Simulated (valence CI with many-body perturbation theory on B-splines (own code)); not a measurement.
The numbers below are computed, except where a source is named.
# From CI to CI+MBPT in Cd XLII

Method: configuration interaction combined with many-body perturbation theory (CI+MBPT): five valence electrons over a frozen Dirac-Fock core [He], radial functions for each j: 9 s, 9 p, 8 d, 6 f, 3 g, 1 h, with the one-electron correlation potential Σ1 (screened to all orders), the two-electron term Σ2, the three-electron term Σ3, Breit, model QED; selected single and double excitations, second order for the rest (own B-spline code, finite nucleus).

The last digits are not significant, and no measured levels were compared; by estimate large intervals hold to a few tenths of a per cent, small ones and those within an open d or f shell to about a per cent. Among the levels kept, up to 1500 cm⁻¹ of a level comes from second order outside the variational space, and about a tenth of that is noise between levels of different J, which matters for small intervals.

Each rung adds one term. CI alone is the Dirac-Coulomb CI over the frozen core; QED comes last and gives the full result, which names the levels. Energies are above (2s^2 2p1/2^2 2p3/2) J=3/2 on the same rung, in eV.

Levels are named by their leading jj configuration (3d3/2^4 stands for four electrons in 3d with j = 3/2), which in mixed levels can hold well under half, so a name can repeat and another be missing. Letters in brackets count levels of one name in rising energy.

| Level | CI alone | + Σ1 | + Σ2 | + Σ3 | + Breit | Full |
| --- | --- | --- | --- | --- | --- | --- |
| (2s^2 2p1/2 2p3/2^2) J=3/2 | 188.6 | 188.7 | 188.7 | 188.7 | 185.5 | 185.9 |
| (2s^2 2p1/2 2p3/2^2) J=5/2 | 209.4 | 209.4 | 209.4 | 209.4 | 203.6 | 204.0 |
| (2s^2 2p1/2 2p3/2^2) J=1/2 | 232.1 | 232.2 | 232.3 | 232.2 | 229.5 | 229.9 |
| (2s 2p1/2^2 2p3/2^2) J=5/2 | 376.4 | 376.2 | 376.0 | 376.0 | 374.8 | 371.3 |
| (2s^2 2p3/2^3) J=3/2 | 422.8 | 423.0 | 423.0 | 423.0 | 416.0 | 416.8 |
| (2s 2p1/2^2 2p3/2^2) J=1/2 | 431.9 | 431.7 | 431.5 | 431.4 | 432.6 | 429.1 |
| (2s 2p1/2^2 2p3/2^2) J=3/2 | 435.1 | 434.9 | 434.6 | 434.5 | 434.0 | 430.6 |
| (2s 2p1/2 2p3/2^3) J=3/2 [a] | 583.1 | 583.0 | 582.8 | 582.8 | 579.8 | 576.7 |
| (2s 2p1/2 2p3/2^3) J=5/2 | 614.1 | 614.0 | 613.8 | 613.7 | 608.2 | 605.1 |
| (2s 2p1/2 2p3/2^3) J=1/2 | 641.4 | 641.3 | 641.0 | 640.8 | 637.9 | 634.7 |
| (2s 2p1/2 2p3/2^3) J=3/2 [b] | 654.8 | 654.7 | 654.3 | 654.1 | 649.7 | 646.5 |
| (2s 2p3/2^4) J=1/2 | 847.9 | 847.9 | 847.7 | 847.5 | 841.3 | 838.6 |
| (2p1/2^2 2p3/2^3) J=3/2 | 860.0 | 859.7 | 859.1 | 858.8 | 858.9 | 852.0 |
| (2p1/2 2p3/2^4) J=1/2 | 1066.8 | 1066.6 | 1066.0 | 1065.7 | 1062.3 | 1055.8 |
| (2s^2 2p1/2^2 3s) J=1/2 | 3553.5 | 3553.8 | 3553.8 | 3553.7 | 3551.1 | 3552.0 |
| (2s^2 2p1/2^2 3p1/2) J=1/2 | 3609.6 | 3609.8 | 3609.9 | 3609.8 | 3608.4 | 3608.1 |
| (2s^2 2p1/2^2 3p3/2) J=3/2 | 3677.0 | 3677.3 | 3677.3 | 3677.2 | 3674.5 | 3674.3 |
| (2s^2 2p1/2^2 3d3/2) J=3/2 | 3733.5 | 3733.7 | 3733.8 | 3733.7 | 3730.8 | 3730.6 |
| (2s^2 2p1/2 2p3/2 3s) J=3/2 [a] | 3747.1 | 3747.4 | 3747.4 | 3747.3 | 3740.9 | 3742.1 |
| (2s^2 2p1/2 2p3/2 3s) J=1/2 | 3753.3 | 3753.6 | 3753.7 | 3753.5 | 3747.1 | 3748.3 |
| (2s^2 2p1/2^2 3d5/2) J=5/2 | 3756.3 | 3756.6 | 3756.7 | 3756.5 | 3751.4 | 3751.8 |
| (2s^2 2p1/2 2p3/2 3s) J=5/2 | 3765.9 | 3766.3 | 3766.3 | 3766.2 | 3759.0 | 3759.7 |
| (2s^2 2p1/2 2p3/2 3s) J=3/2 [b] | 3768.1 | 3768.4 | 3768.5 | 3768.3 | 3760.0 | 3761.2 |
| (2s^2 2p1/2 2p3/2 3p1/2) J=1/2 | 3802.6 | 3802.9 | 3802.9 | 3802.8 | 3797.6 | 3797.8 |
| (2s^2 2p1/2 2p3/2 3p1/2) J=3/2 [a] | 3808.4 | 3808.7 | 3808.7 | 3808.6 | 3802.7 | 3802.9 |
| (2s^2 2p1/2 2p3/2 3p1/2) J=5/2 | 3821.2 | 3821.5 | 3821.5 | 3821.4 | 3813.6 | 3813.7 |
| (2s^2 2p1/2 2p3/2 3p1/2) J=3/2 [b] | 3840.3 | 3840.6 | 3840.6 | 3840.5 | 3834.0 | 3834.1 |
| (2s^2 2p1/2 2p3/2 3p3/2) J=5/2 [a] | 3862.6 | 3862.9 | 3862.9 | 3862.8 | 3856.4 | 3856.5 |
| (2s^2 2p1/2 2p3/2 3p3/2) J=1/2 [a] | 3867.8 | 3868.1 | 3868.1 | 3868.0 | 3861.1 | 3861.3 |
| (2s^2 2p1/2 2p3/2 3p3/2) J=3/2 [a] | 3873.4 | 3873.7 | 3873.7 | 3873.6 | 3866.3 | 3866.6 |
| (2s^2 2p1/2 2p3/2 3p3/2) J=7/2 | 3881.4 | 3881.7 | 3881.7 | 3881.6 | 3872.6 | 3872.8 |

How does the ionisation energy move along the ladder, and which term matters most?

CI alone 6466.3, + Σ1 6466.7, + Σ2 6466.8, + Σ3 6466.6, + Breit 6462.9, + QED 6462.6 eV. The largest step is Breit, -3.8 eV. NIST lists 6460 ± 40 eV (semi-empirical).
